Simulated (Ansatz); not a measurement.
```yaml
crystal:
  periodic: [false, false, false]
  atoms:
    - {symbol: F, position_ang: [-1.581868, 0.288240, 1.665404]}
    - {symbol: Si, position_ang: [-0.363640, 0.666235, 0.715320]}
    - {symbol: C, position_ang: [0.557110, -0.754602, -0.031121]}
    - {symbol: C, position_ang: [-0.211650, 0.088772, -1.015954]}
    - {symbol: S, position_ang: [-0.137552, 0.347902, -2.590763]}
    - {symbol: H, position_ang: [0.233447, 1.936195, 1.168064]}
    - {symbol: H, position_ang: [-0.012050, -1.654318, 0.236936]}
    - {symbol: h, position_ang: [1.608205, -0.975524, -0.203784]}
basis:
  gaussian: {orbitals: def2-TZVP, final_grid: {core_spheres: 8, valence_spheres: 7, degree: 23}}
hamiltonian: {xc: {name: HSE06}}
output: {forces: true}
```

```sh
$ ansatz run in.yaml --threads 2 --pin off --events-out ev --progress --plain --max-ram 4352MiB
```

It prints (some lines left out):

```
Error: YAML parse error: error: line 11 column 16: `h` is not an element symbol (H … Og, case-exact)
 9 |     - {symbol: H, position_ang: [0.233447, 1.936195, 1.168064]}
10 |     - {symbol: H, position_ang: [-0.012050, -1.654318, 0.236936]}
11 |     - {symbol: h, position_ang: [1.608205, -0.975524, -0.203784]}
12 | basis:
13 |   gaussian: {orbitals: def2-TZVP, final_grid: {core_spheres: 8, valence_spheres:…
```

Task: Something in this input is off. What?

Result: An element symbol is wrong. The input was rejected before any iteration.

HSE06 is defined as in plane-wave codes.
